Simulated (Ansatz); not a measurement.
Basis-set extrapolation for C9H20 (`CCC(C)(C)C(C)(C)C`) (PBE0-D4/def2-TZVP geometry, frozen core, Ansatz). Multiplicity 1, RHF reference.

```
                      def2-TZVPP   def2-QZVPP
                 HF  -352.578303  -352.594816
    MP2 correlation    -1.616113    -1.713426
CCSD(T) correlation    -1.780576      not run
```

Energies in hartree. Use E(X) = E(∞) + A·exp(−7.88·√X) for Hartree–Fock and E(X) = E(∞) + B·X^(−2.97) for correlation, with X = 3 and 4, and add CCSD(T) minus MP2 of the smaller set to the MP2 limit.

Problem. What is the CCSD(T) energy at the basis-set limit?

Solution. HF limit: -352.594816 + (-0.016513) × 0.13774 = -352.59709. MP2 limit: -1.713426 + (-0.097313) × 0.74074 = -1.78551. Higher-order term: -1.780576 − (-1.616113) = -0.16446. Total: -354.54706 hartree, 5.12 eV below CCSD(T)/def2-TZVPP.
